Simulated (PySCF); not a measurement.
Assigning NMR signals

Geometry:
```json
{"atom": "C1", "x (Å)": "-2.256", "y (Å)": "2.366", "z (Å)": "1.376"}
{"atom": "C2", "x (Å)": "-1.558", "y (Å)": "1.412", "z (Å)": "1.093"}
{"atom": "C3", "x (Å)": "-0.792", "y (Å)": "0.245", "z (Å)": "0.794"}
{"atom": "C4", "x (Å)": "-1.413", "y (Å)": "-1.069", "z (Å)": "1.200"}
{"atom": "C5", "x (Å)": "-2.422", "y (Å)": "-1.582", "z (Å)": "0.178"}
{"atom": "C6", "x (Å)": "0.391", "y (Å)": "0.360", "z (Å)": "0.135"}
{"atom": "C7", "x (Å)": "0.993", "y (Å)": "1.664", "z (Å)": "-0.276"}
{"atom": "S8", "x (Å)": "1.231", "y (Å)": "-1.129", "z (Å)": "-0.364"}
{"atom": "Si9", "x (Å)": "3.303", "y (Å)": "-0.664", "z (Å)": "-0.006"}
{"atom": "H10", "x (Å)": "-2.867", "y (Å)": "3.214", "z (Å)": "1.621"}
{"atom": "H11", "x (Å)": "-0.611", "y (Å)": "-1.810", "z (Å)": "1.342"}
{"atom": "H12", "x (Å)": "-1.909", "y (Å)": "-0.931", "z (Å)": "2.174"}
{"atom": "H13", "x (Å)": "-2.881", "y (Å)": "-2.523", "z (Å)": "0.517"}
{"atom": "H14", "x (Å)": "-1.935", "y (Å)": "-1.771", "z (Å)": "-0.792"}
{"atom": "H15", "x (Å)": "-3.227", "y (Å)": "-0.850", "z (Å)": "0.014"}
{"atom": "H16", "x (Å)": "1.224", "y (Å)": "1.666", "z (Å)": "-1.353"}
{"atom": "H17", "x (Å)": "0.312", "y (Å)": "2.495", "z (Å)": "-0.052"}
{"atom": "H18", "x (Å)": "1.939", "y (Å)": "1.853", "z (Å)": "0.261"}
{"atom": "H19", "x (Å)": "3.992", "y (Å)": "-1.970", "z (Å)": "-0.208"}
{"atom": "H20", "x (Å)": "3.511", "y (Å)": "-0.170", "z (Å)": "1.387"}
{"atom": "H21", "x (Å)": "3.850", "y (Å)": "0.339", "z (Å)": "-0.967"}
```

[PySCF 2.14: σ from GIAO-B3LYP/pcSseg-1; PBE0-D3(BJ)/def2-SVP structure; non-relativistic Hamiltonian; one averaged value for each set of equivalent atoms; one computed conformer; gas phase]

Scale: TMS for ¹³C (σ = 179.24 ppm) and ¹H (σ = 31.38 ppm) (reference shieldings calculated alike).

(1) Assign these signals to the numbered atoms. ¹³C{¹H} NMR (computed): δ 151.2 (C), 133.8 (C), 89.5 (CH), 85.4 (C), 33.5 (CH2), 27.4 (CH3), 15.0 (CH3).

(2) Assign these signals to the numbered atoms. ¹H NMR (300 MHz, computed): δ 4.54 (s, 3H), 3.33 (s, 1H), 2.53 (q, 2H), 2.36 (s, 3H), 1.10 (t, 3H).

## Answers

(1) 
| δ (ppm) | atoms | environment | reason |
| --- | --- | --- | --- |
| 151.2 | C6 | fully substituted alkene carbon | an sp2 carbon of a C=C bond |
| 133.8 | C3 | fully substituted alkene carbon | – |
| 89.5 | C1 | terminal alkyne carbon | sp carbons lie upfield of alkene carbons because the cylindrical π system leaves one tensor component strongly shielded |
| 85.4 | C2 | alkyne carbon | the triple bond shields along its axis, which puts it between sp3 and sp2 carbons |
| 33.5 | C4 | allylic sp3 CH2 | aliphatic region, no heteroatom directly attached |
| 27.4 | C7 | allylic methyl carbon | a saturated carbon with 1 carbon neighbour and no heteroatom attached |
| 15.0 | C5 | methyl carbon | saturated and bonded to C and H only |

(2) 
| δ (ppm) | atoms | environment | reason |
| --- | --- | --- | --- |
| 4.54 | H19/H20/H21 | hydrogen on a silicon bonded to S | – |
| 3.33 | H10 | hydrogen on a terminal alkyne carbon | it lies on the axis of the triple bond, in its shielding cone |
| 2.53 | H11/H12 | hydrogen on an allylic sp3 CH2 | allylic position |
| 2.36 | H16/H17/H18 | hydrogen on an allylic methyl carbon | allylic position |
| 1.10 | H13/H14/H15 | hydrogen on a methyl carbon | – |

Shifts are as computed. Against solution values, carbons near 30 ppm lie about +2 ppm off and those near 130 ppm about +6 ppm. Of 1211 compounds with measured shifts, 218 miss one by over three times the rms of a fit or turn the order of signals round; such compounds aren't used in these exercises. Multiplicities follow the n + 1 count of equivalent neighbours, as no J values were calculated; m marks all less simple cases, F and P coupling included.
